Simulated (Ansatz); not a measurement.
Ansatz (a quantum-chemistry and plane-wave program) input (PBE/LANL2DZ): The .json file is the Basis Set Exchange's LANL2DZ.

Ansatz 0.2 input:
```yaml
crystal:
  periodic: [false, false, false]
  atoms:
    - {symbol: C, position_ang: [2.04614500, -0.57082800, -0.24459800]}
    - {symbol: C, position_ang: [0.96850100, 0.32233200, 0.31524000]}
    - {symbol: B, position_ang: [-0.47390800, 0.16273100, 0.11045100]}
    - {symbol: N, position_ang: [-1.08921300, -0.85751100, -0.79798600]}
    - {symbol: N, position_ang: [-1.51305500, 0.96543700, 0.84552900]}
    - {symbol: H, position_ang: [1.60939000, -1.40688700, -0.80759700]}
    - {symbol: H, position_ang: [2.75160400, -0.07679900, -0.94453900]}
    - {symbol: H, position_ang: [2.69451900, -1.04499300, 0.51920300]}
    - {symbol: H, position_ang: [1.33786000, 1.11579100, 0.97194200]}
    - {symbol: H, position_ang: [-2.04842600, -0.68640700, -1.06800500]}
    - {symbol: H, position_ang: [-0.54545400, -1.07473400, -1.62027700]}
    - {symbol: H, position_ang: [-2.20746200, 1.39375100, 0.24085800]}
    - {symbol: H, position_ang: [-1.09449200, 1.70212200, 1.39950700]}
basis:
  gaussian:
    orbitals: LANL2DZ.json
hamiltonian:
  xc: {name: PBE}
total_charge: -1
output: {forces: true}
```

Output:

```
Functional definition: PBE
integrals: 0.02 GiB planned
782 factors; integrals over basis functions are off by at most 6.3e-4 eV
mean field: 0.12 GiB planned
mean field evaluation 1: about -5839.5565 eV, gradient 7.3e1 eV
mean field evaluation 2: about -5792.3444 eV, gradient 1.3e2 eV
mean field evaluation 4: about -5852.6911 eV, gradient 1.3e1 eV
mean field evaluation 8: about -5853.0185 eV, gradient 3.9e-1 eV
mean field evaluation 16: about -5853.0189 eV, gradient 3.0e-5 eV
mean field -5853.01892764 eV, -215.0944782719 hartree, gradient 3.1e-5 eV, S^2 0.000000; 0 other end points of the search recorded, 0 dependent functions left out
the calculation of the forces begins
reference -5853.01896135 eV, -215.0944795110 hartree; 20, 20 occupied and 41, 41 virtual orbitals, 782 factors
Total energy: -5853.01896135 eV, -215.0944795110 hartree
Atom 0 at     2.046145    -0.570828    -0.244598 Å, force     0.090467     0.004542    -0.005674 eV/Å
Atom 1 at     0.968501     0.322332     0.315240 Å, force     0.176049     0.027321    -0.055998 eV/Å
Atom 2 at    -0.473908     0.162731     0.110451 Å, force    -0.168381    -0.275026     0.157738 eV/Å
Atom 3 at    -1.089213    -0.857511    -0.797986 Å, force     0.028517     0.042569     0.092892 eV/Å
Atom 4 at    -1.513055     0.965437     0.845529 Å, force    -0.005617    -0.148254     0.016955 eV/Å
Atom 5 at     1.609390    -1.406887    -0.807597 Å, force    -0.236186    -0.341466    -0.229137 eV/Å
Atom 6 at     2.751604    -0.076799    -0.944539 Å, force     0.311449     0.220979    -0.303798 eV/Å
Atom 7 at     2.694519    -1.044993     0.519203 Å, force     0.276680    -0.205312     0.344640 eV/Å
Atom 8 at     1.337860     1.115791     0.971942 Å, force     0.161237     0.397327     0.323163 eV/Å
Atom 9 at    -2.048426    -0.686407    -1.068005 Å, force    -0.826047    -0.004875    -0.017852 eV/Å
Atom 10 at    -0.545454    -1.074734    -1.620277 Å, force     0.555550    -0.304590    -0.500587 eV/Å
Atom 11 at    -2.207462     1.393751     0.240858 Å, force    -0.715267     0.176465    -0.433049 eV/Å
Atom 12 at    -1.094492     1.702122     1.399507 Å, force     0.351548     0.410320     0.610707 eV/Å
Dipole moment:    -0.229495     0.221525    -0.479170 e Å
```

The dipole moment of an ion depends on the origin.

The geometry given is a B3LYP-D3(BJ)/def2-TZVP minimum.
